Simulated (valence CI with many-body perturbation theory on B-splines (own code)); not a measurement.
# Tc⁹⁺: calculated level list

Level of theory: valence CI with perturbative core correlation (CI+MBPT): six valence electrons over a frozen Dirac-Fock core [Ar] 3d10, a basis of 9 s, 9 p, 8 d, 6 f, 3 g, 1 h functions for each j, with the one-electron correlation potential Σ1 (screened to all orders), the two-electron term Σ2, the three-electron term Σ3, Breit, model QED; selected single and double excitations, second order for the rest, scaled by the run's own slope (own B-spline code, finite nucleus).

No measured spectrum was set against this ion. As an estimate, levels hold to about 250 cm⁻¹ or 0.2 % of their energy and the worst to 1 %, as in measured heavy ions of charge 2 to 7; those with d or f electrons hold less well. Among the levels kept, up to 1500 cm⁻¹ of a level comes from second order outside the variational space, and about a tenth of that is noise between levels of different J, which matters for small intervals.

Levels 1 to 40 of 40, with energies above the lowest level, 4s2 4p4 3P_2. "Leading %" is the weight of the configuration and term that name the level; weights of strongly mixed levels are sums over their largest components and can fall short. In the jj column 3d3/2^4 stands for four electrons in 3d with j = 3/2.

```csv
No.,Configuration,Term,J,E (cm⁻¹),Leading %,Second component,Leading jj,g
1,4s2 4p4,3P,2,0,84,13 % 4s2 4p4 1D,4s^2 4p1/2^2 4p3/2^2 (91 %),1.434
2,4s2 4p4,3P,0,18668,73,24 % 4s2 4p4 1S,4s^2 4p1/2^2 4p3/2^2 (80 %),
3,4s2 4p4,3P,1,24818,97,,4s^2 4p1/2 4p3/2^3 (97 %),1.501
4,4s2 4p4,1D,2,40741,84,13 % 4s2 4p4 3P,4s^2 4p1/2 4p3/2^3 (91 %),1.065
5,4s2 4p4,1S,0,82474,72,24 % 4s2 4p4 3P,4s^2 4p3/2^4 (79 %),
6,4s 4p5,3P°,2,253780,84,13 % 4s2 4p3 4d 3P°,4s 4p1/2^2 4p3/2^3 (84 %),1.500
7,4s 4p5,3P°,1,268910,78,13 % 4s2 4p3 4d 3P°,4s 4p1/2^2 4p3/2^3 (47 %),1.468
8,4s 4p5,3P°,0,281700,83,14 % 4s2 4p3 4d 3P°,4s 4p1/2 4p3/2^4 (83 %),
9,4s 4p5,1P°,1,322560,63,28 % 4s2 4p3 4d 1P°,4s 4p1/2 4p3/2^4 (42 %),1.031
10,4s2 4p3 4d,5D°,0,353300,87,7 % 4s2 4p3 4d 3P°,4s^2 4p1/2^2 4p3/2 4d3/2 (50 %),
11,4s2 4p3 4d,5D°,2,353650,78,9 % 4s2 4p3 4d 3D°,4s^2 4p1/2^2 4p3/2 4d3/2 (53 %),1.398
12,4s2 4p3 4d,5D°,3,353800,77,9 % 4s2 4p3 4d 3D°,4s^2 4p1/2^2 4p3/2 4d3/2 (33 %),1.436
13,4s2 4p3 4d,5D°,1,354260,90,4 % 4s2 4p3 4d 3P°,4s^2 4p1/2 4p3/2^2 4d3/2 (43 %),1.480
14,4s2 4p3 4d,5D°,4,356640,85,10 % 4s2 4p3 4d 3F°,4s^2 4p1/2^2 4p3/2 4d5/2 (51 %),1.465
15,4s2 4p3 4d,3D°,2,367380,42,20 % 4s2 4p3 4d 3F°,4s^2 4p1/2^2 4p3/2 4d5/2 (54 %),1.059
16,4s2 4p3 4d,3D°,3,378130,59,16 % 4s2 4p3 4d 5D°,4s^2 4p1/2 4p3/2^2 4d5/2 (73 %),1.284
17,4s2 4p3 4d,3D°,1,380160,92,,4s^2 4p1/2 4p3/2^2 4d3/2 (40 %),0.544
18,4s2 4p3 4d,3F°,2,382690,55,38 % 4s2 4p3 4d 3D°,4s^2 4p1/2 4p3/2^2 4d3/2 (77 %),0.887
19,4s2 4p3 4d,1S°,0,384130,84,6 % 4s2 4p3 4d 3P°,4s^2 4p1/2 4p3/2^2 4d5/2 (39 %),
20,4s2 4p3 4d,3F°,3,386620,64,25 % 4s2 4p3 4d 3D°,4s^2 4p1/2 4p3/2^2 4d3/2 (70 %),1.133
21,4s2 4p3 4d,3F°,4,392500,59,29 % 4s2 4p3 4d 3G°,4s^2 4p1/2 4p3/2^2 4d5/2 (60 %),1.197
22,4s2 4p3 4d,3G°,3,395010,66,20 % 4s2 4p3 4d 3F°,4s^2 4p1/2 4p3/2^2 4d3/2 (29 %),0.861
23,4s2 4p3 4d,3F°,4,399760,54,36 % 4s2 4p3 4d 3G°,4s^2 4p1/2 4p3/2^2 4d5/2 (66 %),1.166
24,4s2 4p3 4d,3G°,5,405870,97,,4s^2 4p1/2 4p3/2^2 4d5/2 (97 %),1.200
25,4s2 4p3 4d,1G°,4,406590,73,19 % 4s2 4p3 4d 3G°,4s^2 4p1/2 4p3/2^2 4d3/2 (73 %),1.024
26,4s2 4p3 4d,3D°,1,413930,90,,4s^2 4p1/2 4p3/2^2 4d3/2 (31 %),0.547
27,4s2 4p3 4d,1D°,2,416940,54,23 % 4s2 4p3 4d 3F°,4s^2 4p1/2 4p3/2^2 4d3/2 (63 %),0.987
28,4s2 4p3 4d,3P°,0,423050,81,10 % 4s2 4p3 4d 1S°,4s^2 4p1/2 4p3/2^2 4d5/2 (35 %),
29,4s2 4p3 4d,3P°,1,423680,75,6 % 4s2 4p3 4d 1P°,4s^2 4p1/2 4p3/2^2 4d5/2 (25 %),1.453
30,4s2 4p3 4d,3D°,2,429410,72,10 % 4s2 4p3 4d 1D°,4s^2 4p1/2 4p3/2^2 4d5/2 (75 %),1.160
31,4s2 4p3 4d,3F°,3,432420,76,12 % 4s2 4p3 4d 3G°,4s^2 4p1/2 4p3/2^2 4d5/2 (50 %),1.063
32,4s2 4p3 4d,3F°,2,433680,67,13 % 4s2 4p3 4d 3P°,4s^2 4p1/2 4p3/2^2 4d5/2 (32 %),0.861
33,4s2 4p3 4d,3D°,3,440240,63,27 % 4s2 4p3 4d 1F°,4s^2 4p1/2 4p3/2^2 4d5/2 (62 %),1.219
34,4s2 4p3 4d,3F°,4,441840,65,15 % 4s2 4p3 4d 1G°,4s^2 4p3/2^3 4d5/2 (80 %),1.198
35,4s2 4p3 4d,3P°,2,444610,63,12 % 4s2 4p3 4d 1D°,4s^2 4p3/2^3 4d5/2 (61 %),1.334
36,4s2 4p3 4d,1P°,1,454160,36,33 % 4s2 4p3 4d 3P°,4s^2 4p1/2 4p3/2^2 4d3/2 (58 %),1.239
37,4s2 4p3 4d,3P°,2,457480,78,8 % 4s 4p5 3P°,4s^2 4p1/2 4p3/2^2 4d3/2 (42 %),1.459
38,4s2 4p3 4d,3S°,1,459460,71,14 % 4s2 4p3 4d 1P°,4s^2 4p1/2 4p3/2^2 4d5/2 (57 %),1.756
39,4s2 4p3 4d,1F°,3,465060,43,40 % 4s2 4p3 4d 3D°,4s^2 4p3/2^3 4d5/2 (62 %),1.155
40,4s2 4p3 4d,3D°,3,471360,66,25 % 4s2 4p3 4d 1F°,4s^2 4p1/2 4p3/2^2 4d3/2 (47 %),1.229
```

Names give the largest LS component (configuration and term), which can be under half, so a name can repeat, a term be missing and a line seem to break the LS rules; names also repeat where a configuration has a term twice.

The ionisation energy to 4s2 4p3 4S°_3/2 of the next ion comes out as 191.97 eV (NIST: 189.9 ± 2.2 eV (theoretical)). All 40 levels together are meant to be complete up to 472140 cm⁻¹.
